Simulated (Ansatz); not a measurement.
Two isomers of C2H4ClFSi: A = `C=C(F)[SiH2]Cl`, B = `F[C@H]1[SiH2][C@@H]1Cl`.

Computed with Ansatz on PBE0-D4/def2-TZVP structures; ΔE is electronic, products minus reactants. CCSD(T)/CBS is the MP2 limit (def2-TZVPP, def2-QZVPP) plus CCSD(T) − MP2 in def2-TZVPP, frozen cores. DFT in def2-TZVPP. B3LYP here is the variant with VWN-RPA as its local correlation; programs differ in this. One conformer a species, not always the lowest.

A:

```xyz
9

C     1.3704    0.2827   -0.7702
C     0.2942    0.6288   -0.0811
F     0.1263    1.9149    0.2911
Si   -1.0815   -0.5335    0.4178
Cl   -1.2103   -0.6332    2.4616
H     1.5084   -0.7494   -1.0637
H     2.1263    1.0083   -1.0501
H    -2.3828   -0.0452   -0.0895
H    -0.7511   -1.8734   -0.1159
```

B:

```xyz
9

F    -0.948   -0.597    1.785
C    -0.010   -0.080    0.939
Si    0.554   -0.788   -0.700
C    -0.503    0.688   -0.260
Cl   -0.149    2.402   -0.413
H     0.780    0.429    1.491
H     1.984   -0.632   -1.030
H    -0.154   -1.909   -1.347
H    -1.553    0.486   -0.465
```

Which is lower in electronic energy at CCSD(T)/CBS, and by how much? (An estimate is asked.)

The calculation gave: A, by 54.3 kcal/mol.

Give E(B) − E(A) in kcal/mol with B3LYP, PBE-D4, ωB97M-V, CCSD(T)/def2-TZVPP, HF/def2-TZVPP, PBE0-D4, B3LYP-D4. (Best estimate.)

Ansatz gave: B3LYP 54.9, PBE-D4 48.5, ωB97M-V 53.0, CCSD(T)/def2-TZVPP 54.3, HF/def2-TZVPP 62.7, PBE0-D4 49.7, B3LYP-D4 54.8. None reverses the order clearly.

Largest T1 diagnostic: 0.012.

In def2-TZVPP, CCSD(T) changes the Hartree–Fock value by −8.4 kcal/mol (the triples alone add −0.8 kcal/mol) and MP2 by −9.2 kcal/mol. From PBE to PBE0 (25 % exact exchange), in def2-TZVPP and without D4, E(B) − E(A) moves by +1.1 kcal/mol.
